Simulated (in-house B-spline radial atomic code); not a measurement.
Neutral nitrogen is squeezed into an impenetrable sphere of radius R (the orbitals vanish at R). Computed with a radial B-spline atomic code at the basis-set limit: non-relativistic r2SCAN, spin-polarised, spherical fractional occupations, point nucleus.

Energies in eV above the free atom in [He] 2s2 2p3:

```json
{"R (bohr)": "9.87", "highest level (eV)": "-8.9", "[He] 2s2 2p3": "5.891e-05", "[He] 2s1 2p4": "11.77"}
{"R (bohr)": "6.54", "highest level (eV)": "-8.85", "[He] 2s2 2p3": "0.01561", "[He] 2s1 2p4": "11.83"}
{"R (bohr)": "5.29", "highest level (eV)": "-8.63", "[He] 2s2 2p3": "0.1305", "[He] 2s1 2p4": "12.07"}
{"R (bohr)": "3.98", "highest level (eV)": "-7.3", "[He] 2s2 2p3": "1.306", "[He] 2s1 2p4": "13.69"}
{"R (bohr)": "3.67", "highest level (eV)": "-6.44", "[He] 2s2 2p3": "2.297", "[He] 2s1 2p4": "14.9"}
{"R (bohr)": "2.8", "highest level (eV)": "-0.594", "[He] 2s2 2p3": "11.89", "[He] 2s1 2p4": "25.54"}
{"R (bohr)": "2.49", "highest level (eV)": "4.11", "[He] 2s2 2p3": "21.96", "[He] 2s1 2p4": "36.12"}
{"R (bohr)": "2.31", "highest level (eV)": "8.09", "[He] 2s2 2p3": "31.66", "[He] 2s1 2p4": "46.09"}
{"R (bohr)": "1.69", "highest level (eV)": "36.7", "[He] 2s2 2p3": "120.8", "[He] 2s1 2p4": "133.9"}
{"R (bohr)": "1.58", "highest level (eV)": "46.4", "[He] 2s2 2p3": "156.1", "[He] 2s1 2p4": "167.7"}
```

Question: Does [He] 2s1 2p4 fall below [He] 2s2 2p3 under compression?

Answer: No, it stays above over the whole range.

The highest level is first positive in the row R = 2.49 bohr, pushed up by confinement above the zero of the free ion's potential. Each configuration is held fixed and needn't be the lowest in the sphere.
